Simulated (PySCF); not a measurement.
H₄SeSn, SMILES [SeH][SnH3].

Coordinates come from a B3LYP-D3(BJ)/def2-TZVP optimisation. The def2 effective core potentials stand for the cores of Sn; spin–orbit coupling is left out.

The numbers are results of TDA-M06-2X/def2-SVPD (PySCF), not measurements.

Vertical excitations. Isolated molecule, no solvent. State labels are in the subgroup Cs.

```
state  symmetry  energy (eV)  λ (nm)      f                                                               main pairs
-----  --------  -----------  ------  -----  -----------------------------------------------------------------------
S1           A"         4.82     257  0.017                                                           HOMO→LUMO 88 %
S2           A"         5.34     232  0.017                                                         HOMO→LUMO+1 76 %
S3           A"         6.49     191  0.000                     HOMO→LUMO+5 38 %, HOMO→LUMO+2 30 %, HOMO→LUMO+3 22 %
S4           A"         6.64     187  0.001   HOMO→LUMO+2 38 %, HOMO→LUMO+6 24 %, HOMO→LUMO+1 16 %, HOMO→LUMO+5 14 %
S5           A'         6.67     186  0.043                                       HOMO→LUMO+4 64 %, HOMO−1→LUMO 26 %
S6           A"         6.98     178  0.005                     HOMO→LUMO+3 51 %, HOMO→LUMO+2 25 %, HOMO→LUMO+6 15 %
S7           A'         7.07     175  0.136                                                       HOMO−1→LUMO+1 73 %
S8           A"         7.10     175  0.009                     HOMO→LUMO+6 46 %, HOMO→LUMO+5 28 %, HOMO→LUMO+3 19 %
S9           A'         7.34     169  0.510  HOMO→LUMO+7 41 %, HOMO−1→LUMO 29 %, HOMO→LUMO+4 10 %, HOMO−1→LUMO+1 9 %
S10          A'         7.49     165  0.024                                                         HOMO−2→LUMO 81 %
T1           A"         4.49     276      0                                                           HOMO→LUMO 89 %
T2           A"         4.99     248      0                     HOMO→LUMO+1 63 %, HOMO→LUMO+5 16 %, HOMO→LUMO+6 15 %
T3           A'         5.71     217      0                                                         HOMO−1→LUMO 84 %
T4           A"         6.33     196      0   HOMO→LUMO+6 27 %, HOMO→LUMO+1 25 %, HOMO→LUMO+2 20 %, HOMO→LUMO+5 10 %
```
Triplets are in the Tamm–Dancoff approximation.
